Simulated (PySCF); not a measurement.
C4H4N, SMILES [c]1cc[nH]c1, multiplicity 2. Atoms are numbered in the order given.

```xyz
9

C      1.2465     0.0704     0.0000
C      0.5209    -1.0975     0.0000
N     -0.8021    -0.7033     0.0000
C     -0.8930     0.6650     0.0000
C      0.3936     1.1935     0.0000
H      0.8083    -2.1464     0.0000
H     -1.5951    -1.3337     0.0000
H     -1.8614     1.1641     0.0000
H      0.6547     2.2503     0.0000
```
Charge 0, spin multiplicity 2.

Geometry optimised at r2SCAN-D4/def2-SVP. The isomer is the one that the SMILES or the coordinates give; other isomers of the formula were not compared.

Two levels are set side by side: PBE/pcH-1 (PySCF) and PBE0/pcH-1 (PySCF). Contact hyperfine couplings, same geometry. Differences are taken from unrounded values.

| quantity | PBE0 |
|---|---|
| A(iso) of 13C, atom C1 (MHz) | 510.0 |
| A(iso) of 13C, atom C2 (MHz) | 61.7 |
| A(iso) of 14N, atom N3 (MHz) | 24.5 |
| A(iso) of 13C, atom C4 (MHz) | 54.5 |
| A(iso) of 13C, atom C5 (MHz) | 28.1 |
| A(iso) of 1H, atom H6 (MHz) | 15.1 |
| A(iso) of 1H, atom H7 (MHz) | 16.6 |
| A(iso) of 1H, atom H8 (MHz) | 13.2 |
| A(iso) of 1H, atom H9 (MHz) | 20.9 |

### Question
What does PBE give, and how far is it from PBE0? (An estimate is asked for; the answer gives what the named calculation found.)

### Answer

```json
[
 {"quantity": "A(iso) of 13C, atom C1 (MHz)", "PBE": "484.4", "PBE minus PBE0": "-25.6"},
 {"quantity": "A(iso) of 13C, atom C2 (MHz)", "PBE": "69.2", "PBE minus PBE0": "7.5"},
 {"quantity": "A(iso) of 14N, atom N3 (MHz)", "PBE": "26.1", "PBE minus PBE0": "1.5"},
 {"quantity": "A(iso) of 13C, atom C4 (MHz)", "PBE": "55.4", "PBE minus PBE0": "0.9"},
 {"quantity": "A(iso) of 13C, atom C5 (MHz)", "PBE": "30.2", "PBE minus PBE0": "2.1"},
 {"quantity": "A(iso) of 1H, atom H6 (MHz)", "PBE": "14.7", "PBE minus PBE0": "-0.4"},
 {"quantity": "A(iso) of 1H, atom H7 (MHz)", "PBE": "17.3", "PBE minus PBE0": "0.7"},
 {"quantity": "A(iso) of 1H, atom H8 (MHz)", "PBE": "15.5", "PBE minus PBE0": "2.3"},
 {"quantity": "A(iso) of 1H, atom H9 (MHz)", "PBE": "22.9", "PBE minus PBE0": "2.0"}
]
```

Rough cost on one machine, each run with all the roots and properties that it gave: PBE0 against PBE within a factor of 2.
